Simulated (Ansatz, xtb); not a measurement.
**Two isomers of GeH7NOSi2**

Structure a is `[SiH3]O[SiH2][NH][GeH]`, a singlet and structure b is `[SiH3][NH][Ge][O][SiH3]`, a singlet. Both are isolated molecules in the gas phase, relaxed with PBE0-D4/def2-SVP; the shapes shown needn't be the lowest conformers.

a (Å):

```yaml
atoms:
  - { symbol: Ge, position_ang: [-1.9173, -0.1892, 0.8425] }
  - { symbol: N, position_ang: [-0.3901, -0.9886, 0.1967] }
  - { symbol: O, position_ang: [1.0624, -0.0411, 2.3157] }
  - { symbol: Si, position_ang: [0.4616, 0.2634, 3.8321] }
  - { symbol: Si, position_ang: [1.1667, -1.0095, 0.9879] }
  - { symbol: H, position_ang: [1.6066, 0.3615, 4.7851] }
  - { symbol: H, position_ang: [-0.2855, 1.5521, 3.8230] }
  - { symbol: H, position_ang: [-0.4437, -0.8420, 4.2709] }
  - { symbol: H, position_ang: [1.5373, -2.3995, 1.3952] }
  - { symbol: H, position_ang: [2.2232, -0.4715, 0.0840] }
  - { symbol: H, position_ang: [-0.4513, -1.4628, -0.7022] }
  - { symbol: H, position_ang: [-2.7881, -0.6248, -0.4316] }
```

b (Å):

```tsv
atom	x (Å)	y (Å)	z (Å)
Ge	1.0332	1.2005	0.5405
N	-0.6945	1.7183	0.1515
O	0.6512	-0.1902	1.6143
Si	-1.1640	3.0530	-0.8736
Si	-0.5170	-1.1133	2.3352
H	0.1033	3.6761	-1.3614
H	-1.9752	2.6046	-2.0477
H	-1.9633	4.0786	-0.1338
H	-1.4465	1.1731	0.5746
H	-0.3936	-2.5351	1.8965
H	-1.8902	-0.6301	1.9626
H	-0.3885	-1.0396	3.8210
```

Problem. Estimate E(b) − E(a) at the level CCSD(T)/def2-SVP + ΔMP2/def2-TZVPP.

Solution. Calculated at CCSD(T)/def2-SVP + ΔMP2/def2-TZVPP: E(b) − E(a) = +2.8 kcal/mol, so structure a lies lower.

How the difference moves with the method:

| level | geometry | E(b) − E(a) (kcal/mol) | departure from the last row (kcal/mol) | job, with rough time for the two |
| --- | --- | --- | --- | --- |
| PBE0-D4/def2-SVP | PBE0-D4/def2-SVP | +1.0 | −1.8 | optimisation, 4 min |
| HF/def2-SVP | PBE0-D4/def2-SVP | +3.4 | +0.6 | part of the CCSD(T) run |
| MP2/def2-SVP | PBE0-D4/def2-SVP | +0.5 | −2.3 | part of the CCSD(T) run |
| CCSD(T)/def2-SVP | PBE0-D4/def2-SVP | +1.1 | −1.7 | single point |
| CCSD(T)/def2-SVP + ΔMP2/def2-TZVPP | PBE0-D4/def2-SVP | +2.8 |  | single point, 87 s |

As drawn, b has 1 Ge–O, 1 Si–H in place of 1 O–Si, 1 Ge–H.

None of the levels shown reverses the order. The largest departure from CCSD(T)/def2-SVP + ΔMP2/def2-TZVPP is that of MP2/def2-SVP, 2.3 kcal/mol. Levels run at GFN2-xTB geometries aren't shown. The last row adds to CCSD(T) the change of the MP2 difference between the two basis sets, here +1.7 kcal/mol.

With thermal terms from frequencies at re-optimised GFN2-xTB minima (ideal gas, soft modes damped towards free rotors, one conformer each, 298.15 K, 1 atm): on the last row, ΔE + ΔZPE = +3.0, ΔH = +3.6, ΔG = +2.0 kcal/mol.

The correlated steps freeze 21 core orbitals; the filled d shell of Ge is correlated, in a basis made for valence electrons. Run with Ansatz 0.2.0, xtb 6.7.1; the last row on 2 threads of Arm Neoverse V2 on a shared host.
